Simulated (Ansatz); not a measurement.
Stepwise reaction of `B[SiH2]F` with hydrogen fluoride, as a gas-phase model of exchange steps in deposition or etching. ΔE in kJ/mol.

Gas-phase electronic energies from Ansatz, PBE0-D4/def2-TZVP geometries. CCSD(T)/CBS is the MP2 limit (def2-TZVPP, def2-QZVPP) plus CCSD(T) − MP2 in def2-TZVPP, frozen cores. This one scheme is used for every species. Functionals use def2-TZVPP. B3LYP here is the variant with VWN-RPA as its local correlation; programs differ in this.

```csv
step,reaction,PBE-D4,B3LYP-D4,ωB97M-V,CCSD(T)/CBS
1,`B[SiH2]F` + H–F → `B[SiH](F)F` + H₂,-116.4,-126.8,-127.3,-124.7
2,`B[SiH](F)F` + H–F → `B[Si](F)(F)F` + H₂,-138.2,-145.9,-147.0,-143.4
```

Problem. By hand: ΔE of the 2 steps together at CCSD(T)/CBS.

Solution. (-124.7) + (-143.4) = -268.1 kJ/mol, or -134.1 kJ/mol a step.

In ΔE each step is lower than the one before. All are downhill at CCSD(T)/CBS. PBE-D4 differs from CCSD(T)/CBS by 5.2 to 8.3 kJ/mol a step. Isolated molecules leave out the surface, adducts and barriers. Largest T1 diagnostic: 0.012.
